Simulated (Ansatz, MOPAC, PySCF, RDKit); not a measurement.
Noncovalent pair: HI (SMILES I) (first 2 atoms) with CH6Si (SMILES C[SiH3]); geometry from B3LYP-D3(BJ)/def2-TZVP, rigid monomers moved along the line of their centres of mass till H2···H10 is 2.49 Å.
(charge 0, multiplicity 1):
| atom | x (Å) | y (Å) | z (Å) |
|---|---|---|---|
| I | -0.5480 | 1.2789 | -0.4881 |
| H | -0.8144 | -0.0192 | 0.4396 |
| C | -0.1169 | 0.9325 | 4.0861 |
| Si | 0.2610 | -0.8280 | 3.5696 |
| H | -1.1091 | 1.0021 | 4.5356 |
| H | -0.0852 | 1.6034 | 3.2262 |
| H | 0.6121 | 1.2844 | 4.8184 |
| H | 0.2132 | -1.7488 | 4.7308 |
| H | 1.5998 | -0.9231 | 2.9406 |
| H | -0.7389 | -1.3016 | 2.5749 |

Monomers are frozen at their geometry in the pair; levels with a basis set take the counterpoise correction. Rows marked so take none. RDKit's UFF carries no charges.

Cores are frozen in the correlated methods. Filled d and f shells under p-block atoms count as core. Rows in 3-21G carry no dispersion term and start afresh at each structure; the Pople sets are all-electron and without relativity. The state reached by AM1 isn't checked.

Codes used: Ansatz (Gaussian basis) for Hartree–Fock, density functionals and correlated methods; MOPAC for AM1 (differences of heats of formation); PySCF for 3-21G rows, the dispersion terms; RDKit for the force fields. Values without a source in brackets are computed. In def2 rows elements past Kr take small-core potentials, without spin–orbit coupling.

| level | interaction energy (kJ/mol) |
|---|---|
| UFF | -4.2 |
| AM1 | 0.0 |
| HF/3-21G (no counterpoise) | -0.7 |
| PBE-D3(BJ)/def2-TZVPPD | -7.9 |
| r2SCAN-D3(BJ)/def2-TZVPPD | -5.8 |
| B3LYP-D4/def2-TZVPPD | -5.6 |
| PBE0-D4/def2-TZVPPD | [?] |
| SCS-MP2/def2-SVPD | [?] |
| CCSD(T)/def2-SVPD | -4.5 |

### Question
Fill in the missing entries.

### Answer

- PBE0-D4/def2-TZVPPD, interaction energy (kJ/mol): -6.5
- SCS-MP2/def2-SVPD, interaction energy (kJ/mol): -3.3

Ansatz is a quantum-chemistry and plane-wave program.
